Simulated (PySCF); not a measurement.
A structure optimised at PBE-D3(BJ)/def2-SVP, used in a PySCF frequency run:

```
C
H 1 1.1059
H 1 1.1063 2 110.43
H 1 1.1088 2 109.61 3 -120.42
S 1 1.8336 2 111.40 4 -116.72
Te 5 2.3872 1 104.41 2 -58.20
Br 6 2.5753 5 103.22 1 -82.12
```
Charge 0, spin multiplicity 1.

**Question.** Write its SMILES and formula.

**Answer.** CS[Te]Br, CH3BrSTe

**Question.** What are its rotational constants (standard atomic weights)?

**Answer.** 2.5000, 0.95535, 0.74733 GHz
